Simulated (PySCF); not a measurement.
**How methods differ on the ionisation energy of Cu¹⁶⁺**

Cu¹⁶⁺ [Ne] 3s2 3p1 [3p1/2^1, M_J = 1/2] → Cu¹⁷⁺ [Ne] 3s2, as a difference of total energies. Calculation: PySCF 2.14, in an uncontracted even-tempered set (19 s from 1.5 bohr⁻², ratio 2.4; 13 p from 1.9 bohr⁻², ratio 2.4; 5 d from 7.6 bohr⁻², ratio 2.6; 4 f from 11 bohr⁻², ratio 2.6); the two-component X2C-1e Hamiltonian. Correlated levels: 1s2 frozen; the 50 highest virtual spinors dropped. "Screened" scales the spin-orbit matrix elements by Boettger's factors to mimic the two-electron term; Breit and QED terms are absent.

Task: Order these methods by the ionisation energy they give, lowest first.
A. GHF (screened spin-orbit)
B. GHF (spin-free)
C. GMP2 (spin-free)
D. GMP2 (screened spin-orbit)

Result: B (552.66 eV), C (553.08 eV), A (555.53 eV), D (555.98 eV).

For comparison: 552.8 ± 2.1 eV (semi-empirical (NIST evaluation); NIST Atomic Spectra Database, ionization energies).
